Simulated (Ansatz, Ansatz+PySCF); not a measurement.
```xyz
2

Li    0.0000    0.0000   -0.5393
H     0.0000    0.0000    1.6178
```

Basis set: 6-31G (spherical functions). All electrons are correlated. Charge 0, multiplicity 1.

Computed with Ansatz (development build ahead of 0.2.0); each method stands on the lowest determinant of its kind that the runs found. Restricted open shells among the atoms or ions are ROHF, correlated in semicanonical orbitals with singles.

Question: Give the atomization energy at this shape (free ground-state atoms in the same class of orbitals less the molecule, no zero-point energy) of singlet LiH by PBE0 (unrestricted), RHF-CCSD(T), RHF-MP2, RHF.

Answer:

```json
{"method": "PBE0 (unrestricted)", "atomization energy": "1.70 eV"}
{"method": "RHF-CCSD(T)", "atomization energy": "1.50 eV"}
{"method": "RHF-MP2", "atomization energy": "1.23 eV"}
{"method": "RHF", "atomization energy": "0.84 eV"}
```

Caution for RHF-CCSD(T), RHF-MP2: bonds are stretched, where a single reference can fail.

This basis has no polarisation functions and is too small for such energies, which can lie far from measured ones in either direction.
